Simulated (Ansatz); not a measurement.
Input file:

```yaml
crystal:
  periodic: [false, false, false]
  atoms:
    - { symbol: C, position_ang: [-2.0879, -1.2369, -0.4447] }
    - { symbol: "N", position_ang: [-1.0274, -0.2675, -0.6268] }
    - { symbol: C, position_ang: [0.1288, -0.7563, 0.0489] }
    - { symbol: F, position_ang: [-0.0201, -0.7557, 1.391] }
    - { symbol: C, position_ang: [1.4102, 0.0677, -0.2318] }
    - { symbol: Si, position_ang: [1.4691, 1.8027, 0.499] }
    - { symbol: H, position_ang: [-1.8833, -2.1658, -0.894] }
    - { symbol: H, position_ang: [-2.3577, -1.3094, 0.5919] }
    - { symbol: H, position_ang: [-3.0142, -0.7798, -0.9282] }
    - { symbol: H, position_ang: [-1.2858, 0.6226, -0.1737] }
    - { symbol: H, position_ang: [0.3588, -1.7899, -0.2228] }
    - { symbol: H, position_ang: [2.2872, -0.4583, 0.2167] }
    - { symbol: H, position_ang: [1.526, 0.1549, -1.3127] }
    - { symbol: H, position_ang: [0.2718, 2.6012, 0.0795] }
    - { symbol: H, position_ang: [1.4919, 1.7353, 1.9883] }
    - { symbol: H, position_ang: [2.7097, 2.5126, 0.0637] }
basis:
  gaussian: { orbitals: def2-SVP }
hamiltonian:
  xc: pbe0
relax:
  f_tol: 0.015
  max_steps: 40
output:
  orbitals: {}
```

Command:

```bash
$ ansatz run input.yaml --threads 2 --pin off --max-ram 3072MiB --backend cpu --events-out ev --progress --plain --runs-dir out
```

Hardware: 2 threads of Arm Neoverse V2, with other jobs on the host.

Task: Roughly how long does this run take, and how much memory?

Result: 51 s, with a peak of 0.39 GiB, for 11 ionic steps.
